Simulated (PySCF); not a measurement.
BCl2I, SMILES ClB(Cl)I. Atoms are numbered in the order given.

```xyz
4

B      0.0000     0.0000     0.9113
Cl     0.0000    -1.5127     1.7852
Cl     0.0000     1.5127     1.7852
I      0.0000     0.0000    -1.2312
```

Geometry optimised at B3LYP-D3(BJ)/def2-SVP. The def2 effective core potentials stand for the cores of I; spin–orbit coupling is left out.

The numbers are results of TDDFT-LC-ωPBE/def2-SVPD run with PySCF 2.14.0, not measurements.

Vertical excitations. Gas-phase values at a fixed geometry. State labels are in the subgroup C2v.

```
state  symmetry  energy (eV)  λ (nm)      f                                                                     main pairs
-----  --------  -----------  ------  -----  -----------------------------------------------------------------------------
S1           A2         5.01     248  0.000                                                                 HOMO→LUMO 98 %
S2           A1         5.71     217  0.125                                                               HOMO−1→LUMO 95 %
S3           B1         6.03     206  0.001                                                               HOMO−2→LUMO 98 %
S4           B2         6.28     197  0.001                           HOMO→LUMO+1 47 %, HOMO→LUMO+4 33 %, HOMO→LUMO+2 11 %
S5           A2         6.35     195  0.000                                                               HOMO−3→LUMO 97 %
S6           B1         6.51     190  0.001                      HOMO−1→LUMO+1 47 %, HOMO−1→LUMO+4 35 %, HOMO−1→LUMO+2 9 %
S7           B2         7.21     172  0.120                                                               HOMO−4→LUMO 94 %
S8           B2         7.72     161  0.116          HOMO→LUMO+1 36 %, HOMO→LUMO+4 27 %, HOMO→LUMO+2 22 %, HOMO→LUMO+8 8 %
S9           B1         8.04     154  0.120  HOMO−1→LUMO+1 34 %, HOMO−1→LUMO+4 27 %, HOMO−1→LUMO+2 25 %, HOMO−1→LUMO+8 8 %
S10          A1         8.60     144  0.256                                           HOMO−5→LUMO 63 %, HOMO−2→LUMO+1 11 %
T1           A2         4.88     254      0                                                                 HOMO→LUMO 98 %
T2           A1         4.92     252      0                                                               HOMO−1→LUMO 98 %
T3           B1         5.59     222      0                                                               HOMO−2→LUMO 79 %
T4           B2         5.61     221      0                           HOMO→LUMO+4 40 %, HOMO→LUMO+1 39 %, HOMO→LUMO+2 11 %
```
Triplets are in the Tamm–Dancoff approximation, which puts them higher than full response would, so one can lie above its singlet here.
